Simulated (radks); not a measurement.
Excited configurations of Pb3+: one electron is placed in a higher orbital outside [Xe] 4f14 5d10. The ground configuration is [Xe] 4f14 5d10 6s1. All-electron calculation, scalar-relativistic Kohn-Sham, PBE, spin-polarised, spherical densities, point nucleus; open shells are filled with parallel spins first (spin-orbit coupling, left out, can overturn this in heavy ions). Program: a radial shooting solver on a logarithmic mesh with Libxc functionals. Excitation = E - E(ground); binding = E(ion) - E, where the ion is the core of charge +4; n* = 4/sqrt(2 binding) in atomic units, and the quantum defect is n - n*.

outer orbital,excitation (eV),binding (eV),n*,quantum defect,eigenvalue (eV)
5f,27.500,15.450,3.754,1.246,-12.589
6p,11.503,31.448,2.631,3.369,-27.410
6d,23.377,19.574,3.335,2.665,-16.948
6f,32.580,10.371,4.582,1.418,-8.961
7s,22.825,20.126,3.289,3.711,-18.086
7p,26.546,16.405,3.643,3.357,-14.651
7d,31.164,11.787,4.298,2.702,-10.432
7f,35.740,7.211,5.495,1.505,-6.383

The Delta-SCF ionisation energy is 42.951 eV (NIST Atomic Spectra Database: 42.333 eV, measured). Self-interaction in the functional shifts the binding energies and quantum defects, so they are the method's values and not measured ones.
